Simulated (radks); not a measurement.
The numbers below are computed, except where a source is named.
Coulomb parameter of the 4d shell of the palladium ion Pd2+ in the model configuration [Kr] 4d6.5 5s1.5, as a second difference U = [E(n + 0.5) + E(n - 0.5) - 2 E(n)] / (0.5)^2 with all orbitals relaxed. "Bare": the charge of the atom changes with n. "Screened": the 5s shell takes up the change at fixed total charge, which measures U(4d,4d) + U(5s,5s) - 2 U(4d,5s). Code: a radial shooting solver on a logarithmic mesh with Libxc functionals. Model: Dirac Kohn-Sham, PBE, spin-unpolarised, spherical densities, finite nucleus; open shells are shared between the two j in proportion to 2j + 1; Fermi nuclear charge, rms radius 4.5318 fm.

case              configuration  E - E(n) (eV)
start          [Kr] 4d6.5 5s1.5          0.000
bare +0.5        [Kr] 4d7 5s1.5        -14.842
bare -0.5        [Kr] 4d6 5s1.5         18.390
screened +0.5      [Kr] 4d7 5s1         -4.908
screened -0.5      [Kr] 4d6 5s2          5.490

U(bare) = 14.195 eV, U(screened by 5s) = 2.328 eV.
